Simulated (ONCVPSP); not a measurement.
**Plane-wave convergence, ONCV potential for Se**

```json
{
  "Element": "Se (Z = 34)",
  "Generator": "ONCVPSP 4.0.1",
  "Type": "optimised norm-conserving Vanderbilt (ONCV)",
  "Functional": "LDA (Perdew-Zunger)",
  "Relativity": "scalar-relativistic",
  "Frozen core": "[Ne]",
  "Valence charge": "24",
  "Reference configuration": "3s2 3p6 3d10 4s2 4p4",
  "Partial waves": "3s+4s: rc 0.85 bohr, ncon 4, nbas 7, qcut 12.8 1/bohr, 2 projectors; 3p+4p: rc 0.90 bohr, ncon 4, nbas 8, qcut 13.2 1/bohr, 2 projectors; 3d: rc 0.85 bohr, ncon 5, nbas 10, qcut 17.6 1/bohr, 3 projectors, debl 2.2 Ha",
  "Local potential": "polynomial inside 0.55 bohr (lpopt 3, dvloc0 0 Ha)",
  "Core correction": "none"
}
```

Task: For each optimised wave give the share of its norm inside rc, the residual kinetic energy above qcut (Ha) and the cutoffs (Ha) for errors of 10, 1, 0.1 and 0.01 mHa per electron.

Result:

```tsv
wave	norm inside rc	residual KE	10 mHa	1 mHa	0.1 mHa	0.01 mHa
3s	0.895	1.3e-04	56.8	70.8	86.1	180.0
4s	0.050	8.9e-05	47.8	67.3	81.4	177.5
3p	0.899	1.6e-05	56.2	68.8	79.2	98.4
4p	0.033	2.0e-06	42.1	57.4	70.2	80.4
3d	0.796	1.5e-04	121.9	139.9	182.4	503.9
d projector 2	0.014	8.1e-06	85.5	114.5	136.1	152.8
d projector 3	0.037	6.4e-05	107.8	132.3	151.2	206.9
```

The occupied waves need 140 Ha and 182 Ha for 1 and 0.1 mHa.
